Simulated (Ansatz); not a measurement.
Basis sets compared for Cd5O5 (the lowest singlet isomer of a short search). Charge 0, multiplicity 1. Geometry PBE0-D4/def2-SVP. Ansatz on 4 threads of Intel Xeon 6975P-C on a shared host; times are rough, and most runs start from earlier orbitals.

| atom | x (Å) | y (Å) | z (Å) |
| --- | --- | --- | --- |
| Cd1 | 1.805 | 2.276 | 2.271 |
| Cd2 | 0.318 | -0.122 | 2.825 |
| Cd3 | 0.549 | 0.890 | -1.609 |
| Cd4 | -1.275 | -1.410 | 1.076 |
| Cd5 | -2.040 | -0.621 | -1.841 |
| O6 | 1.754 | -0.213 | 0.563 |
| O7 | -2.667 | -1.773 | -0.358 |
| O8 | 0.703 | -0.848 | -0.095 |
| O9 | -0.965 | 0.693 | -2.900 |
| O10 | 1.818 | 1.129 | 0.068 |

In the def2 sets Cd takes a core potential; there is no spin–orbit coupling. The structure holds 2 bonds between oxygen atoms, so isomers without such links may lie far lower. The restricted singlet is unstable towards broken spin symmetry in Hartree–Fock (as tested in another run); at PBE-D4/def2-TZVP, PBE-D4/def2-TZVPD, PBE0-D4/def2-SVP, PBE0-D4/def2-TZVP and others this wasn't settled. The structure comes from a short search, and lower isomers may exist.

Binding counts from free atoms (Cd singlet, O triplet) in the same basis, without a counterpoise term.

```tsv
level	functions	energy (Eh)	HOMO (eV)	LUMO (eV)	binding per atom (eV)	wall time
PBE-D4/def2-SVP	225	-1214.0271	-4.98	-3.62	1.96	2.5 s
PBE-D4/def2-TZVP	355	-1214.6883	-5.08	-3.68	1.89	4.9 s
PBE0-D4/def2-SVP	225	-1213.9150	-5.98	-3.02	1.69	5.5 s
PBE0-D4/def2-TZVP	355	-1214.5693	-6.03	-3.07	1.64	11 s
```

(1) Estimate the rows for PBE-D4/def2-TZVPD, PBE0-D4/def2-TZVPD.

Results:

(1) 
| level | functions | energy (Eh) | HOMO (eV) | LUMO (eV) | binding per atom (eV) | wall time |
| --- | --- | --- | --- | --- | --- | --- |
| PBE-D4/def2-TZVPD | 400 | -1214.6952 | -5.11 | -3.70 | 1.90 | 7 s |
| PBE0-D4/def2-TZVPD | 400 | -1214.5762 | -6.03 | -3.08 | 1.65 | 16 s |
